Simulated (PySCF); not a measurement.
3-fluoropenta-1,4-diene (C₅H₇F), SMILES C(C=C)(C=C)F.

Coordinates come from a B3LYP-D3(BJ)/def2-SVP optimisation. Other conformers were not sampled.

Calculation: PBE/def2-TZVP in PySCF.

Isolated molecule, no solvent.

```json
{
 "total_energy": "-294.28476 hartree",
 "highest_occupied_level": "-6.70 eV",
 "lowest_empty_level": "-1.46 eV",
 "orbital_gap": "5.24 eV",
 "dipole_moment": "1.73 D",
 "quadrupole, principal values (traceless, Buckingham form, about the centre of nuclear charge)": "-5.86, 1.42, 4.44 D·Å",
 "mean_static_polarisability": "61.9 bohr³ (9.18 Å³)",
 "polarisability_principal_values": "49.0, 63.5, 73.4 bohr³"
}
```
